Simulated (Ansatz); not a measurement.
Cost and result for the atomization energy of H$_{4}$Se$_{3}$Si (`[SeH][SiH]([SeH])[SeH]`) (8 atoms, 7 bonds).

Total charge 0; spin multiplicity 1. Correlated methods include outer-core shells of Se, which these sets cover unevenly. Scalar relativity is left out up to krypton. The structure was optimised at the PBE0-D4/def2-TZVP level. It is one conformer, not always the lowest. Program: Ansatz. Hardware: A = 2 threads of an AMD EPYC 7R13 on a shared host; B = 2 threads of an AMD EPYC 7R13 on a shared host and a share of an NVIDIA H100 80 GB. Times are those of one run each, without the atoms' runs, and a repeat can differ threefold. Electronic energies, without spin–orbit coupling; frozen cores. CCSD(T)/CBS adds CCSD(T) − MP2 in def2-TZVPP to the MP2 limit, and its time is that of the two runs behind it. T1 = 0.009. With those shells the extrapolation isn't a true limit. B3LYP takes the VWN-RPA correlation (the form of Gaussian; ORCA's B3LYP/G).

CCSD(T)/CBS is a level of theory with its own doubt, some kJ/mol a heavy atom from the limit and from the frozen cores, so smaller differences don't rank the functionals.

```csv
level,functions,wall time,atomization (kJ/mol),difference from CCSD(T)/CBS,per bond
PBE-D4/def2-TZVPP (with forces) [A],242,4.3 s,2200.9,-4.8,-0.7
PBE0-D4/def2-TZVPP [A],242,8 s,2169.9,-35.8,-5.1
r2SCAN-D4/def2-TZVPP (with forces) [A],242,8.5 s,2196.1,-9.6,-1.4
MP2/def2-QZVPP [B],457,9 s,2182.0,-23.7,-3.4
CCSD(T)/def2-TZVPP [B],242,11 s,2116.1,-89.6,-12.8
B3LYP-D4/def2-TZVPP (with forces) [A],242,12 s,2162.7,-43.0,-6.1
B2PLYP/def2-TZVPP [A],242,13 s,2123.8,-81.9,-11.7
ωB97X-V/def2-TZVPP [A],242,17 s,2195.8,-9.9,-1.4
CCSD(T)/CBS(def2),–,20 s,2205.7,0.0,0.0
ωB97M-V/def2-TZVPP (with forces) [A],242,25 s,2159.3,-46.4,-6.6
```

In def2-TZVPP, CCSD(T) changes the Hartree–Fock value by +642.0 kJ/mol (the triples alone add +44.9 kJ/mol) and MP2 by +656.6 kJ/mol; breaking electron pairs costs correlation energy, which Hartree–Fock lacks. From PBE to PBE0 (25 % exact exchange), in def2-TZVPP and without D4, the atomization energy moves by −27.0 kJ/mol: exact exchange takes away binding that semilocal exchange gives to molecules. The D4 term adds +49.1 kJ/mol with B3LYP and +25.7 kJ/mol with PBE0; it sums over pairs of atoms, weighted by their polarisabilities, and B3LYP, whose exchange is more repulsive, gets the larger term.
